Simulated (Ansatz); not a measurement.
BrClF2Sn (`[F][Sn]([F])([Cl])[Br]`), relaxed with RKS PBE-D4/def2-SVP in Ansatz 0.2.0 from a rough embedded geometry. The force threshold is 0.03 eV/Å; the program also tests the step.

Total charge 0; spin multiplicity 1. Sn takes the def2 core potential.

Start:

```xyz
5

F     1.558    1.286    0.223
Sn    0.068    0.024    0.079
F     0.368   -1.398    1.336
Cl   -1.920    1.024    0.608
Br   -0.074   -0.936   -2.246
```

Q: By how much does the energy fall, and how many steps does the optimiser take? (Estimate.)

A: Ansatz gave: 5.09 kJ/mol, in 2 steps.

Q: Which bonds change most? (An estimate is asked.)

A: The calculation gave: Sn2–Br5 from 2.519 to 2.470 Å; Sn2–Cl4 from 2.287 to 2.333 Å; F1–Sn2 from 1.957 to 1.939 Å; Sn2–F3 from 1.922 to 1.938 Å.

Q: Give the relaxed structure. (An estimate is asked.)

A: Ansatz gave: 
```xyz
5

F     1.509    1.251    0.216
Sn    0.038    0.000    0.039
F     0.400   -1.396    1.334
Cl   -1.932    1.086    0.656
Br   -0.015   -0.940   -2.245
```
